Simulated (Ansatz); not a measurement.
```yaml
atoms:
  - { symbol: N, position_ang: [0.0000, 0.0000, -0.9113] }
  - { symbol: S, position_ang: [0.0000, 0.0000, 0.9113] }
```

Basis set: 6-31G (spherical functions). Left uncorrelated: 6 orbitals. Correlation on ROHF uses semicanonical orbitals with singles. Charge 0, multiplicity 2.

Computed with Ansatz (development build ahead of 0.2.0); the reference of a correlated method needn't be the lowest determinant of its kind.

(1) Give the atomization energy at this shape (free ground-state atoms in the same class of orbitals less the molecule, no zero-point energy) of doublet NS by ROHF-CCSD(T), UHF-BCCD(T).

## Answers

(1)

| method | atomization energy |
| --- | --- |
| ROHF-CCSD(T) | 1.92 eV |
| UHF-BCCD(T) | 1.91 eV |

Caution: the program doubts this total; the reference determinant was not shown to be the lowest; the shape is not the minimum. Caution for ROHF-CCSD(T): an unrestricted determinant lies well below; other determinants can give a lower correlated total. Caution for UHF-BCCD(T): the unrestricted determinant is spin contaminated.

This basis has no polarisation functions and is too small for such energies, which can lie far from measured ones in either direction.
